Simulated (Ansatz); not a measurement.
Geometry optimisation, RKS PBE-D4/def2-SVP in Ansatz 0.2.0.

Input file:

```yaml
crystal:
  periodic: [false, false, false]
  atoms:
    - { symbol: C, position_ang: [1.7826, -0.8759, 1.3944] }
    - { symbol: C, position_ang: [0.6867, -0.9626, 0.7923] }
    - { symbol: C, position_ang: [-0.5894, -1.1136, 0.0756] }
    - { symbol: O, position_ang: [-1.1419, -2.3271, 0.1552] }
    - { symbol: "N", position_ang: [-1.0706, -0.152, -0.6197] }
    - { symbol: Sn, position_ang: [-0.2339, 1.7527, -0.8178] }
    - { symbol: H, position_ang: [2.6772, -0.715, 1.9036] }
    - { symbol: H, position_ang: [-2.0568, -2.4692, -0.329] }
    - { symbol: H, position_ang: [-0.0642, 2.4954, 0.8028] }
    - { symbol: H, position_ang: [1.35, 1.5851, -1.5278] }
    - { symbol: H, position_ang: [-1.2742, 2.7253, -1.8088] }
basis:
  gaussian: { orbitals: def2-SVP }
hamiltonian:
  xc: pbe
  dispersion: d4
relax:
  f_tol: 0.015
  max_steps: 40
output:
  orbitals: {}
```

Command:

```bash
$ ansatz run input.yaml --threads 2 --pin off --max-ram 3072MiB --backend cpu --events-out ev --progress --plain --runs-dir out
```

Problem. Where does it end, and by what steps?

Solution. The forces met the threshold. After 7 steps the energy has fallen by 0.390 eV; H8 moved furthest, 0.25 Å.

```
step  energy less start (eV)  largest force component (eV/Å)  accepted
   0                  0.0000                           3.774       yes
   1                 -0.2439                           1.241       yes
   2                 -0.3269                           0.818       yes
   3                 -0.3399                           0.725       yes
   4                 -0.3785                           0.222       yes
   5                 -0.3893                           0.075       yes
   6                 -0.3900                           0.023       yes
   7                 -0.3901                           0.008       yes
```

```xyz
11
Properties=species:S:1:pos:R:3
C 1.742 -0.826 1.373
C 0.679 -1.023 0.796
C -0.567 -1.102 0.064
O -1.154 -2.324 0.164
N -1.108 -0.162 -0.620
Sn -0.207 1.713 -0.774
H 2.680 -0.672 1.888
H -1.975 -2.237 -0.370
H -0.074 2.423 0.797
H 1.344 1.550 -1.523
H -1.294 2.602 -1.773
```

Whether the end is a true minimum wasn't checked by a vibrational analysis.

Run time: 16 s on 2 threads of Intel(R) Xeon(R) Platinum 8488C (Sapphire Rapids), on a shared host, peak memory 0.18 GiB.
